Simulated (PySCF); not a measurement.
# Worked example: oscillator strength and radiative lifetime

1-aminosilyl-2-silylethyne (C2H7NSi2), SMILES N[SiH2]C#C[SiH3].

Coordinates come from a ωB97X-D3(BJ)/def2-SVP optimisation. Other conformers were not sampled.

TDDFT-PBE/def2-SVPD in PySCF 2.14.0 puts the first singlet state with f over 0.02 at 4.92 eV (vertical), with the transition dipole (-0.693, -0.076, -0.101) in atomic units.

### Question
Find the oscillator strength, the wavelength and the radiative lifetime that this transition would have in vacuum if emission retraced absorption.

### Answer

|μ|² = 0.4962 au, so |μ| = 1.79 D. ΔE = 4.92/27.211 = 0.1808 hartree. f = (2/3) ΔE |μ|² = 0.060 (the program prints 0.060).
λ = 1239.84/4.92 = 252 nm; ν = 39682 cm⁻¹.
Einstein's coefficient A = 0.6670 ν² f s⁻¹ (ν in cm⁻¹) = 6.3e7 s⁻¹, so τ = 1/A = 16 ns. This state is S1. The figure is the radiative limit of this one transition; relaxation, internal conversion, crossing to triplets and a medium change what is measured.
